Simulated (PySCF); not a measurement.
C2H12OSi3, SMILES [SiH3][C@@H](O[SiH2][SiH3])C.

Geometry: PBE-D3(BJ)/def2-SVP. The structure was generated by enumeration; whether it is a known compound was not checked. The values are those of a single conformer.

All values below come from PBE-D3(BJ)/def2-SVP (PySCF).

Frequencies are harmonic and unscaled.

Q: Estimate the vibrational spectrum. (The exact figures need the calculation; the answer reports its results.)

A: 
| mode | ν (cm⁻¹) | IR (km/mol) | moving atoms (share of kinetic energy) |
|---|---|---|---|
| 1 | 34 | 0.1 | Si 42 %, C 27 %, H 23 % |
| 2 | 57 | 0.7 | Si 46 %, H 27 %, O 14 %, C 13 % |
| 3 | 94 | 0.6 | H 42 %, Si 29 %, C 17 %, O 12 % |
| 4 | 115 | 0.5 | H 76 %, Si 11 % |
| 5 | 141 | 0.6 | H 76 %, Si 13 %, C 8 % |
| 6 | 177 | 2.4 | H 43 %, O 23 %, Si 20 %, C 14 % |
| 7 | 212 | 1.6 | H 30 %, Si 27 %, C 27 %, O 16 % |
| 8 | 241 | 0.3 | H 90 % |
| 9 | 295 | 2.0 | H 40 %, Si 36 %, C 13 %, O 11 % |
| 10 | 340 | 13.7 | H 94 % |
| 11 | 390 | 9.7 | H 37 %, C 26 %, O 24 %, Si 14 % |
| 12 | 398 | 1.9 | Si 64 %, H 25 % |
| 13 | 490 | 20.9 | H 63 %, Si 31 % |
| 14 | 541 | 13.5 | H 57 %, Si 21 %, C 12 %, O 9 % |
| 15 | 588 | 5.2 | H 75 %, Si 21 % |
| 16 | 603 | 18.9 | H 78 %, Si 14 % |
| 17 | 693 | 21.8 | H 66 %, C 24 %, Si 9 % |
| 18 | 714 | 16.4 | H 68 %, C 19 %, Si 10 % |
| 19 | 726 | 13.1 | H 34 %, O 31 %, C 20 %, Si 15 % |
| 20 | 787 | 466.1 | H 85 %, Si 13 % |
| 21 | 858 | 36.0 | H 83 %, Si 14 % |
| 22 | 875 | 243.9 | H 89 %, Si 9 % |
| 23 | 899 | 23.0 | H 97 % |
| 24 | 901 | 15.8 | H 97 % |
| 25 | 907 | 36.4 | H 94 % |
| 26 | 910 | 34.0 | H 97 % |
| 27 | 919 | 72.6 | H 92 % |
| 28 | 929 | 66.4 | H 56 %, C 18 %, O 17 %, Si 8 % |
| 29 | 978 | 12.0 | H 72 %, C 19 % |
| 30 | 1076 | 71.0 | C 63 %, H 22 %, O 15 % |
| 31 | 1098 | 116.9 | C 46 %, H 30 %, O 24 % |
| 32 | 1217 | 6.1 | H 62 %, C 36 % |
| 33 | 1291 | 9.4 | H 86 %, C 12 % |
| 34 | 1338 | 13.1 | H 77 %, C 23 % |
| 35 | 1404 | 5.1 | H 97 % |
| 36 | 1419 | 1.9 | H 96 % |
| 37 | 2122 | 103.6 | H 97 % |
| 38 | 2145 | 40.7 | H 99 % |
| 39 | 2153 | 101.1 | H 98 % |
| 40 | 2157 | 53.8 | H 96 % |
| 41 | 2163 | 84.4 | H 96 % |
| 42 | 2174 | 58.9 | H 97 % |
| 43 | 2179 | 121.6 | H 97 % |
| 44 | 2185 | 108.3 | H 96 % |
| 45 | 2880 | 24.0 | H 92 % |
| 46 | 2957 | 14.7 | H 97 % |
| 47 | 3041 | 18.3 | H 91 %, C 9 % |
| 48 | 3067 | 8.1 | H 91 %, C 9 % |
